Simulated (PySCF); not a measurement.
InClI2, SMILES [Cl][In]([I])[I]. Geometry: PBE-D3(BJ)/def2-SVP. The structure was generated by enumeration; whether it is a known compound was not checked. The def2 effective core potentials stand for the cores of I, In; spin–orbit coupling is left out.

Computed equilibrium geometry at PBE-D3(BJ)/def2-SVP (PySCF confirms it by a frequency run) as bond lengths and angles, and its point group:
point group C2v.
Atoms: In1 Cl2 I3 I4. Bonds (Å): In1–Cl2 2.358, In1–I3 2.675, In1–I4 2.675. Angles (°): Cl2–In1–I3 118.7, Cl2–In1–I4 118.7, I3–In1–I4 122.6.
Charge 0, spin multiplicity 1.
